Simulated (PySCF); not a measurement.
CH6OSiSn, neutral, multiplicity 1. Atoms are numbered in the order given.

```xyz
10

Sn     0.7873     0.2659     0.0000
O     -0.8082     1.5175     0.0000
C     -2.1831     1.2331     0.0000
H     -2.4210     0.1416     0.0000
H     -2.6704     1.6830    -0.8961
H     -2.6704     1.6830     0.8961
Si    -0.6577    -2.0499     0.0000
H     -1.5513    -2.1998     1.2121
H     -1.5513    -2.1998    -1.2121
H      0.2690    -3.2449     0.0000
```

Coordinates come from a PBE-D3(BJ)/def2-SVP optimisation. The structure was generated by enumeration; whether it is a known compound was not checked. The def2 effective core potentials stand for the cores of Sn; spin–orbit coupling is left out. One conformer was computed; it need not be the lowest.

Computed with B3LYP/def2-TZVP in PySCF.

ESP charges are fitted to the potential on shells at 1.4 to 2.0 van der Waals radii. Atomic charges (e):

```tsv
atom	Mulliken	ESP fit
Sn1	?	0.19
O2	-0.53	-0.38
C3	?	0.17
H4	0.09	-0.03
H5	0.11	0.01
H6	0.11	0.01
Si7	?	0.60
H8	-0.05	-0.18
H9	-0.05	-0.18
H10	-0.05	-0.21
```

Question: Fill in the missing entries. (The exact figures need the calculation; the answer reports its results.)

Answer: 
- Sn1, Mulliken: 0.59
- C3, Mulliken: -0.12
- Si7, Mulliken: -0.09
